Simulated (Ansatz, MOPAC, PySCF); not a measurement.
Molecule: SbI2, charge 0, multiplicity 2. SMILES: [I][Sb][I]
Coordinates optimised at B3LYP-D3(BJ)/def2-TZVP (Ansatz, a program for electronic structure):
```
Sb
I 1 2.7314
I 1 2.7314 2 101.05
```
Charge 0, spin multiplicity 2.

Unscaled harmonic wavenumbers (cm⁻¹) in rising order, each level at the stationary point that it reaches from this structure (no distance between atoms moves by over 0.3 Å); the order of modes can differ between levels, and a negative number is imaginary. B3LYP-D3(BJ)/def2-TZVP (PySCF, at the structure above): 60, 192, 195.

PM6 (MOPAC): 55, 158, 159. Zero-point energy 0.5 against 0.6 kcal/mol.

PM7 (MOPAC): 51, 214, 226. Zero-point energy 0.7 against 0.6 kcal/mol.

HF/3-21G (Ansatz): 58, 166, 172. Zero-point energy 0.6 against 0.6 kcal/mol.
